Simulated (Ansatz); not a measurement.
`F/C=C/[SiH3]` + `OC1=CS1` → `[SiH3]OC1=CS1` + `C=CF`  (ligand exchange at the Si–C bond)

Computed with Ansatz on PBE0-D4/def2-TZVP structures; ΔE is electronic, products minus reactants. CCSD(T)/CBS is the MP2 limit (def2-TZVPP, def2-QZVPP) plus CCSD(T) − MP2 in def2-TZVPP, frozen cores. DFT in def2-TZVPP. B3LYP here is the variant with VWN-RPA as its local correlation; programs differ in this. One conformer a species, not always the lowest.

```json
{"level": "PBE-D4", "ΔE (kJ/mol)": "-71.7", "difference from CCSD(T)/CBS": "13.9"}
{"level": "r2SCAN-D4", "ΔE (kJ/mol)": "-80.3", "difference from CCSD(T)/CBS": "5.3"}
{"level": "B2PLYP", "ΔE (kJ/mol)": "-86.7", "difference from CCSD(T)/CBS": "-1.1"}
{"level": "B3LYP", "ΔE (kJ/mol)": "-84.4", "difference from CCSD(T)/CBS": "1.2"}
{"level": "CCSD/def2-TZVPP", "ΔE (kJ/mol)": "-86.1", "difference from CCSD(T)/CBS": "-0.5"}
{"level": "CCSD(T)/def2-TZVPP", "ΔE (kJ/mol)": "-84.9", "difference from CCSD(T)/CBS": "0.7"}
{"level": "MP2/def2-QZVPP", "ΔE (kJ/mol)": "-87.8", "difference from CCSD(T)/CBS": "-2.2"}
{"level": "SCS-MP2/def2-QZVPP", "ΔE (kJ/mol)": "-90.1", "difference from CCSD(T)/CBS": "-4.5"}
{"level": "MP2/CBS(def2)", "ΔE (kJ/mol)": "-87.7", "difference from CCSD(T)/CBS": "-2.1"}
{"level": "CCSD/CBS(def2)", "ΔE (kJ/mol)": "-86.8", "difference from CCSD(T)/CBS": "-1.2"}
{"level": "CCSD(T)/CBS", "ΔE (kJ/mol)": "-85.6", "difference from CCSD(T)/CBS": "0"}
```

Largest T1 diagnostic among the species: 0.013.

The D4 term adds −3.1 kJ/mol with B3LYP and −1.8 kJ/mol with PBE0; it sums over pairs of atoms, weighted by their polarisabilities, and B3LYP, whose exchange is more repulsive, gets the larger term. From PBE to PBE0 (25 % exact exchange), in def2-TZVPP and without D4, ΔE moves by −3.2 kJ/mol.
